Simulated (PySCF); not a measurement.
Compound: C2H6Cl4Si2.
Z-matrix (Å and degrees, PBE0-D3(BJ)/def2-TZVP geometry), rows numbered from 1:
```
C 
Si  1  1.8491
Cl  2  2.0575  1  109.88
Cl  2  2.0581  1  109.79  3  -118.79
Si  2  2.3336  1  114.74  3   120.60
C   5  1.8492  2  114.99  1  -179.27
Cl  5  2.0585  2  107.04  1    58.62
Cl  5  2.0577  2  106.94  1   -57.02
H   1  1.0921  2  109.79  3   179.20
H   1  1.0920  2  110.31  3    59.08
H   1  1.0922  2  109.88  3   -61.06
H   6  1.0922  5  109.93  2    60.19
H   6  1.0922  5  109.81  2   -59.58
H   6  1.0919  5  110.21  2  -179.64
```

Computed with PySCF at wB97X-D/pcSseg-2, non-relativistic, on one gas-phase PBE0-D3(BJ)/def2-TZVP geometry that isn't relaxed in the solvent. The solvent is an IEF-PCM continuum (van der Waals radii × 1.2). The model holds no explicit solvent molecules, cavitation or dispersion.

Gas phase at wB97X-D/pcSseg-2: HOMO -9.84 eV, LUMO 1.13 eV, dipole 0.04 D.

Question: What does the continuum do to the energy, the frontier levels and the dipole at wB97X-D/pcSseg-2 in chloroform?

Answer: 
```json
{"solvent": "chloroform", "ε": "4.711", "E(solvent) − E(gas) (kJ/mol)": "-11.92", "polarisation term (kJ/mol)": "-12.91", "distortion of the solute (kJ/mol)": "0.99", "HOMO (eV)": "-9.71", "LUMO (eV)": "1.26", "dipole (D)": "0.04"}
```

The polarisation term is half the interaction of the solute with the surface charges that it induces; the rest is the cost of distorting the solute's density. The sum is the electrostatic part of solvation alone. Charge and dipole vanish, so a point-dipole model would give no lowering at all.

wB97X-D is run here without its empirical dispersion term; that term would change no orbital, density or response property at a fixed geometry.
